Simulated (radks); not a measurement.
Question: Numerical settings for neutral rhenium, [Xe] 4f14 5d5 6s2. Calculated with a radial shooting solver on a logarithmic mesh with Libxc functionals: Dirac Kohn-Sham, PBE, spin-unpolarised, spherical densities, point nucleus; open shells are shared between the two j in proportion to 2j + 1. The defaults (mesh step 0.008 in ln r, mesh end at 40 bohr or more with all orbitals vanishing there, Anderson mixing 0.5 over 9 steps, residual threshold near 1e-9 with the energy settled to 1e-9 hartree or 1e-11 of itself, here a cap of 67 iterations) give E = -16717.778 hartree and 5d5/2 at -5.029 eV in 15 iterations. Run on one thread of a shared host, so times are rough (Arm Neoverse N1): 0.25 s of CPU time, 0.25 s wall, 15 iterations on 2728 mesh points. One setting is changed at a time: mesh step in ln r 0.03; mesh step in ln r 0.05; mesh step in ln r 0.08; mesh end (bohr) 5; mesh end (bohr) 400; residual threshold 1e-16; residual threshold 0.01; mixing 2.5; linear mixing, mixing 0.5; linear mixing, mixing 0.8; mixing history 2; iteration cap 2. Which runs fail to converge, and which converge to a wrong energy?

Answer: Not converged within the cap: mesh step in ln r 0.08; residual threshold 1e-16; linear mixing, mixing 0.8; iteration cap 2. Settings that end as converged yet miss the energy by more than 1 mhartree: mesh end (bohr) 5 (+0.149 hartree).
